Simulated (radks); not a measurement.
W+, 73 electrons, occupied as [Xe] 4f14 5d4 6s1 (the NIST ground configuration).

All-electron calculation, scalar-relativistic Kohn-Sham, PBE, spin-polarised, spherical densities, finite nucleus; open shells are filled with parallel spins first (spin-orbit coupling, left out, can overturn this in heavy ions); Fermi nuclear charge, rms radius 5.3658 fm. Program: a radial shooting solver on a logarithmic mesh with Libxc functionals.

Energy parts (eV):
| part | energy |
|---|---|
| total | -439186.24 |
| kinetic | 483744.25 |
| electron-nucleus | -1085229.51 |
| Hartree | 171078.06 |
| exchange-correlation | -8779.05 |

Orbitals (lengths in bohr, moments of r in powers of bohr; <r^-3> diverges for s and p1/2):
1s up: occ. 1; eigenvalue (eV) -69477.18; <r> 0.01835
1s down: occ. 1; eigenvalue (eV) -69477.17; <r> 0.01835
2s up: occ. 1; eigenvalue (eV) -11998.26; <r> 0.07758
2s down: occ. 1; eigenvalue (eV) -11998.09; <r> 0.07758
2p up: occ. 3; eigenvalue (eV) -10496.42; <r> 0.06944; <r^-3> 19750
2p down: occ. 3; eigenvalue (eV) -10496.27; <r> 0.06944; <r^-3> 19750
3s up: occ. 1; eigenvalue (eV) -2768.750; <r> 0.2011
3s down: occ. 1; eigenvalue (eV) -2768.701; <r> 0.2011
3p up: occ. 3; eigenvalue (eV) -2323.787; <r> 0.2013; <r^-3> 4404
3p down: occ. 3; eigenvalue (eV) -2323.731; <r> 0.2013; <r^-3> 4404
3d up: occ. 5; eigenvalue (eV) -1811.324; <r> 0.1824; <r^-3> 565.9
3d down: occ. 5; eigenvalue (eV) -1811.210; <r> 0.1824; <r^-3> 565.9
4s up: occ. 1; eigenvalue (eV) -576.8407; <r> 0.4496
4s down: occ. 1; eigenvalue (eV) -576.6867; <r> 0.4496
4p up: occ. 3; eigenvalue (eV) -430.8337; <r> 0.4780; <r^-3> 1023
4p down: occ. 3; eigenvalue (eV) -430.6895; <r> 0.4780; <r^-3> 1023
4d up: occ. 5; eigenvalue (eV) -245.5902; <r> 0.5114; <r^-3> 112.4
4d down: occ. 5; eigenvalue (eV) -245.4157; <r> 0.5112; <r^-3> 112.5
4f up: occ. 7; eigenvalue (eV) -40.4678; <r> 0.6103; <r^-3> 19.01
4f down: occ. 7; eigenvalue (eV) -40.0765; <r> 0.6052; <r^-3> 19.16
5s up: occ. 1; eigenvalue (eV) -86.9086; <r> 1.071
5s down: occ. 1; eigenvalue (eV) -85.2431; <r> 1.063
5p up: occ. 3; eigenvalue (eV) -51.3777; <r> 1.256; <r^-3> 144.5
5p down: occ. 3; eigenvalue (eV) -49.1067; <r> 1.242; <r^-3> 149.6
5d up: occ. 4; eigenvalue (eV) -12.7498; <r> 1.951; <r^-3> 7.041
5d down: occ. 0; eigenvalue (eV) -9.6228; <r> 1.948; <r^-3> 7.342
6s up: occ. 1; eigenvalue (eV) -13.0090; <r> 2.900

The highest occupied level is 5d up at -12.750 eV. The spin density at the nucleus is 80.71 e/bohr^3 (1s 0.26, 2s -1.12, 3s 0.25, 4s 1.33, 5s -18.45, 6s 98.45). Spin moment in Bohr magnetons: 5. For comparison, the ionisation energy in NIST's Atomic Spectra Database is 16.4 eV (semi-empirical). In exact Kohn-Sham theory the highest level is minus the ionisation energy, but local and semilocal functionals leave it too shallow, through self-interaction and a potential that decays too fast; potentials with the right tail come closer. The density falls to 0.001 e/bohr^3 at r = 4.26 bohr. Summed over all electrons, <r^2> = 53.09 bohr^2, which gives a Langevin (diamagnetic) susceptibility term of -42.1 x 10^-6 cm^3/mol.
